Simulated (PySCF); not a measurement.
Exercise with solution: dipole moment from atomic charges

GeHF₂Cl, SMILES [F][GeH]([F])[Cl]. Atoms are numbered in the order given.

```xyz
5

Ge    -0.3284    -0.2931     0.0000
F     -1.0416     0.4736     1.3723
F     -1.0416     0.4736    -1.3723
Cl     1.7592     0.1553     0.0000
H     -0.6472    -1.7838     0.0000
```
Charge 0, spin multiplicity 1.

The structure is a stationary point at B3LYP-D3(BJ)/def2-SVP.

Charges (e) from B3LYP/def2-TZVPD (PySCF):

| atom | ESP fit | IAO |
|---|---|---|
| Ge1 | 0.515 | 1.377 |
| F2 | -0.230 | -0.510 |
| F3 | -0.230 | -0.510 |
| Cl4 | -0.106 | -0.271 |
| H5 | 0.051 | -0.086 |

The dipole moment of the full density is 2.24 D.

**Question.** What dipole moment does each set of point charges give, and which comes closer to that of the density?

**Answer.** 
μ = Σ q r, and 1 e Å = 4.8032 D.
ESP fit: Σ q r = (0.091, -0.476, 0.000) e Å, |μ| = 2.33 D.
IAO: Σ q r = (0.189, -0.775, 0.000) e Å, |μ| = 3.83 D.
ESP fit comes closer in size. Point charges leave out the atoms' own dipoles (lone pairs, polarised bonds); fits to the potential absorb them, partitions of the density don't.
